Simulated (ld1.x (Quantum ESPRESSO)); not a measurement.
## Pb: one change to a TM potential, before and after

lead (Pb), norm-conserving Troullier–Martins (Kleinman–Bylander form), made with ld1.x (Quantum ESPRESSO) 7.5 (PBE, scalar-relativistic). Core [Xe] 4f14, reference 5d10 6s2 6p2. Waves: 6p (bound): rc 1.95 bohr; 5d (bound): rc 1.35 bohr; 6s (bound): rc 2.10 bohr. Local part: the s channel. Core correction: a·sin(br)/r model core inside 0.60 bohr.

Change: wave 6s (bound): rc 2.10 bohr becomes 6s (bound): rc 2.46 bohr.

Cutoffs: the cutoffs (Ry, on a coarse ladder) from which the occupation-weighted sum of valence levels, in a spherical-Bessel basis at the reference potential, stays within 10 and 1 mRy of its value at 400 Ry; they do not see the model core or the augmentation charge, which bear on the density cutoff. Errors are all-electron minus pseudo energies relative to the spin-unpolarised reference configuration.

Q: What does the change do?

A: The potential gets neither clearly harder nor softer (80 Ry and 100 Ry → 80 Ry and 100 Ry); the d channel sets the loose cutoff, while the largest relative change is in s, which becomes softer; of the 7 tests that both files solve, the error grows in 2 and shrinks in 3 by more than 15 % and 0.3 meV (median size 13.3 → 11.3 meV); neither file shows a bound ghost.

```csv
quantity,base,changed
"cutoff, loose",80 Ry,80 Ry
"cutoff, tight",100 Ry,100 Ry
loose cutoff by channel (10 mRy a level),"p 21 Ry, d 45 Ry, s 18 Ry","p 21 Ry, d 45 Ry, s 10 Ry"
bound ghosts,none,none
"error for 5d10 6s2 6p1, meV [ΔE 6.58 eV]",-2.6,-2.3
"error for 5d10 6s2 6p0, meV [ΔE 20.02 eV]",-13,-11
"error for 5d10 6s1 6p0, meV [ΔE 52.43 eV]",-46,-38
"error for 5d9 6s2 6p2, meV [ΔE 27.16 eV]",-127,-95
"error for 5d10 6s0 6p4, meV [ΔE 17.83 eV]",-13,-26
"error for 5d10 6s1 6p3, meV [ΔE 8.74 eV]",-4.6,-7.0
"error for 5d10 6s2 6p1.5, meV [ΔE 2.49 eV]",-0.8,-0.7
```
